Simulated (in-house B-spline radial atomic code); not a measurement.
Results of a calculation; reference values are marked as such.
## Ga in an electron gas of r_s = 3.6: phase shifts, screening and friction

A nucleus sits in a uniform electron gas with a rigid positive background. The Kohn-Sham equations are solved self-consistently in the spin-unpolarised LDA (PW92), non-relativistic, on B-splines with outgoing waves at the boundary and partial waves to l = 8. The model has no lattice, no bands and no magnetic solution. Atomic units; δ_l are the phase shifts at the Fermi level, counted so that each bound state adds π, and good to about 0.0005.

The density parameter is r_s = 3.6 bohr.

```csv
l,δ_l (rad)
0,10.7876
1,7.3977
2,3.1422
3,0.0000
4,0.0005
5,0.0000
6,0.0001
7,0.0000
8,0.0001
```

Bound levels below the band bottom (hartree): p -39.8, s -4.956, p -3.299, d -0.4509, s -0.08461 and deeper ones.

Q: Check the Friedel sum rule, and say where the screening charge sits.

A: k_F = (9π/4)^(1/3)/r_s = 0.53310. The rule is Z = (2/π) Σ (2l + 1) δ_l. The terms are s 6.868, p 14.129, d 10.002, f 0.000 and 0.005 beyond, in all 31.003 against Z = 31. Bound states hold 8 s, 12 p, 10 d electrons, so the scattering states carry 1.00 in all; where a term is smaller than its bound count, the bound level has drawn weight out of the band.

Q: Find the transport cross section and the electronic stopping of a 2 keV Ga ion (mass 69.72 u).

A: σ_tr = (4π/k_F²) Σ (l + 1) sin²(δ_l − δ_(l+1)). The terms for l = 0 to 3 are 0.0604, 1.6108, 0.0000, 0.0000, all together 1.6712, so σ_tr = 44.217 × 1.6712 = 73.894 bohr². With n = 3/(4π r_s³) = 0.005117, the friction coefficient is Q = n k_F σ_tr = 0.2016. For v well below v_F = 0.533, dE/dx = Q v; with 24801 eV per u at v = 1, v = √(2000/(24801 × 69.72)) = 0.0340, so dE/dx = 0.00686 hartree/bohr = 3.53 eV/nm. The largest term couples the p and d waves.
